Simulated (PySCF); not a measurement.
Distorted geometries of [Lu(H2O)]3+

[Lu(H2O)]3+ (singlet in the valence; each metal's 4f electrons, 14 of them, lie in its core potential, out of spins and levels). PySCF 2.14.0, RKS B3LYP, Lu lcecp-1-SVP with ECP60, O def2-SVP, H def2-SVP; non-relativistic Hamiltonian with scalar-relativistic core potentials where named; density fitting; no spin-orbit coupling. Relaxed geometry:

```xyz
4

Lu    0.0000    0.0000   -0.0516
O     0.0000    0.0000    2.0683
H     0.7854    0.0000    2.7016
H    -0.7854    0.0000    2.7016
```

**Question.** Order these distorted geometries by energy above the relaxed one, lowest first.
A.
```xyz
4

Lu   -0.0700   -0.0177    0.0012
O     0.0254    0.0245    2.0254
H     0.8362   -0.0351    2.7141
H    -0.7917    0.0283    2.6792
```
B.
```xyz
4

Lu    0.0140   -0.0217   -0.0559
O    -0.0018   -0.1043    2.1346
H     0.7591    0.0933    2.6964
H    -0.7713    0.0327    2.6448
```
C.
```xyz
4

Lu   -0.0522    0.1025   -0.0863
O    -0.0725   -0.0559    2.0077
H     0.8020   -0.0637    2.8254
H    -0.6773    0.0171    2.6731
```

**Answer.** A (0.14 eV), B (0.27 eV), C (0.82 eV).

**Question.** Which forces (eV/Å) act in the one that lies 0.14 eV up?

**Answer.** 
```
Lu   0.02  0.01 -1.48
O    0.19 -0.24  3.12
H   -1.20  0.16 -1.05
H    0.99  0.07 -0.59
```
Forces carry noise of the integration grid, about 0.01 to 0.03 eV/Å.

An lcecp potential fixes the number of 4f electrons, so in runs with it no electron can move into or out of that shell.
